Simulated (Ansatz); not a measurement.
Saddle point of AlAsH6SO2, closed shell (AlH₃SO₂ ([OH][Al]([OH])[SH]) + AsH₃ → AlAsH₄O₂ ([OH][Al]([OH])[AsH2]) + H₂S (still joined by a long Al–S bond); bonds formed: S2–H5; bonds broken: H5–As6; bonds weakened to dative contacts: Al1–S2), PBE0-D4/def2-TZVP structure:

```
11
angstrom
Al -0.5348 -0.0655 -0.5518
S 1.6424 0.5631 -1.2774
O -1.0038 -1.5740 -1.1833
O -1.4251 1.3878 -0.6022
H 1.7973 0.0792 0.3378
As 0.6577 -0.4876 1.6083
H 1.4472 1.8444 -0.9184
H -1.2535 -1.7181 -2.0940
H -2.3472 1.4454 -0.3600
H 0.3363 0.3749 2.7968
H 0.6832 -1.8496 2.2444
```

Energies are electronic, without zero-point energy. Barriers and step energies count from the start structure reached by relaxing down the imaginary mode; all methods use the PBE0-D4 structures, on which another method's saddle can fall below an end. Computed with Ansatz 0.2.0 (basis: def2-TZVPP, with def2-QZVPP for the basis limit); correlated methods freeze the cores. Filled d shells of the heavier atoms are correlated. The def2 sets are not built for correlating such inner shells, so the correlated values are less sure here. B3LYP uses VWN-RPA correlation. Extrapolation: Hartree–Fock as exp(−7.88 √X), correlation as X^−2.97.

```
      method  barrier (kJ/mol)  step energy (kJ/mol)
       SPW92              78.6                  40.2
      PBE-D4              96.7                  41.7
     BLYP-D4             109.9                  43.6
   r2SCAN-D4             109.2                  47.7
      B97M-V                 ?                  58.1
     PBE0-D4             112.1                  46.3
    B3LYP-D4             121.6                  47.2
  r2SCAN0-D4             119.9                  49.4
    BHLYP-D4                 ?                  53.1
CAM-B3LYP-D4             131.6                  50.2
     wB97X-V             135.4                  51.4
     wB97M-V             133.3                  46.8
      B2PLYP             128.0                  49.1
    PBE-QIDH             125.6                  50.9
  RPA on PBE             132.1                  46.0
          HF                 ?                  61.5
         MP2             127.4                  51.1
        CCSD             143.6                  50.8
     CCSD(T)             133.9                  49.2
```

(1) Fill in the withheld barriers. (To be estimated.)

The T1 diagnostic stays at or below 0.012.

## Answers

(1) By the calculation: BHLYP-D4 141.1; HF 183.2; B97M-V 125.9 kJ/mol. Each is the energy of the saddle less that of the start structure, by the same method.

For comparison, the barrier by CCSD(T) at an estimated basis limit (MP2 extrapolated from triple and quadruple zeta, plus CCSD(T) − MP2 in triple zeta) is 129.8 kJ/mol.

Labels in which every atom is bracketed show which atoms are joined, not bond orders.

For scale, one of the runs: CCSD(T)/def2-TZVPP, 278 basis functions, launched by `ansatz run in.yaml --threads 8 --pin off --events-out ev --progress --plain --max-ram 19148MiB`. Hardware: 8 CPU threads of an Arm Neoverse V2, shared host. Wall time 3.4 min; peak host memory 7.6 GiB.
